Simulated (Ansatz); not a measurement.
BH$_{7}$OSSi$_{2}$, SMILES `[SiH3]O[SiH2]BS` at its PBE0-D4/def2-TZVP geometry, where that method's forces vanish. Total charge 0; spin multiplicity 1.

```xyz
12

Si    1.5903   -1.5676   -0.0508
O     0.3980   -0.4503    0.0478
Si   -0.1230    0.9603   -0.6333
B    -1.8201    1.5027    0.2737
S    -2.4943    0.5163    1.5654
H     2.9092   -0.9444    0.2355
H     1.3089   -2.6215    0.9546
H     1.6243   -2.1700   -1.4095
H    -0.3256    0.7493   -2.0963
H     0.9379    1.9978   -0.4781
H    -2.4453    2.4832    0.0027
H    -1.5603   -0.4558    1.5884
```

Question: What forces (eV/Å) does B3LYP-D4/def2-TZVPP give on these atoms in Ansatz? (An estimate is asked.)

Answer: Computed: 
```
Si1  0.134 -0.161  0.017
O2  -0.012 -0.014  0.020
Si3 -0.015  0.191 -0.136
B4  -0.021  0.185 -0.127
S5  -0.034 -0.098  0.102
H6  -0.082 -0.042 -0.020
H7   0.025  0.062 -0.066
H8   0.001  0.037  0.086
H9   0.019  0.013  0.085
H10 -0.059 -0.064 -0.014
H11  0.076 -0.106  0.024
H12 -0.032 -0.003  0.027
```

B3LYP here is the variant with VWN-RPA as its local correlation; programs differ in this.
